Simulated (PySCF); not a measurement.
PdO(OH)₂ at several levels of theory

All levels use the PBE0 minimum (triplet; O–H 0.968 Å (×2), Pd–O 1.790 Å, Pd–O 1.867 Å, Pd–O 1.945 Å; H–O–Pd 105.6°, H–O–Pd 114.2°, O–Pd–O 90.2°, O–Pd–O 96.0°, O–Pd–O 173.8°), basis [Pd def2-SVP with ECP28, O def2-SVP, H def2-SVP], scalar-relativistic core potentials, density fitting, no spin–orbit coupling, PySCF. For vertical energies the ionised species is a quartet (spins chosen at PBE0 and kept) and the electron-attached one a doublet. Atomisation goes to high-spin ground-configuration atoms, without zero-point energy. Open shells are unrestricted, also as the reference of the correlated levels. A dash marks a value that was not computed or is not defined at that level.

| level | atomisation (kJ/mol) | vertical IP (eV) | vertical EA (eV) | −ε(HOMO) (eV) | dipole (D) |
| --- | --- | --- | --- | --- | --- |
| PBE0 | 1530 | 10.14 | 2.55 | 7.89 | 0.42 |
| HF | 608 | 8.76 | 2.63 | 11.15 | 2.98 |
| MP2 | – | ? | ? | – | – |
| PBE | 1765 | 9.87 | 2.27 | 6.19 | 0.24 |
| B3LYP | 1564 | 10.16 | 2.56 | 7.62 | 0.24 |
| r2SCAN | – | 10.00 | 2.33 | 6.55 | 0.15 |
| TPSSh | 1595 | 9.93 | 2.35 | 6.96 | 0.21 |
| M06-L | – | ? | ? | ? | ? |
| LC-wPBE | – | 10.42 | 2.83 | 10.57 | 0.79 |

(1) Fill in the row of M06-L.

(2) Fill in the row of MP2.

Answers

(1) vertical IP (eV) 9.93, vertical EA (eV) 2.16, −ε(HOMO) (eV) 6.44, dipole (D) 0.29.

(2) vertical IP (eV) 10.67, vertical EA (eV) 2.13.

Spin contamination in at least one species weakens the values at: HF, MP2.

Without diffuse functions attachment energies tend to come out too low.

Other spin states or occupations of the open shell can lie lower.
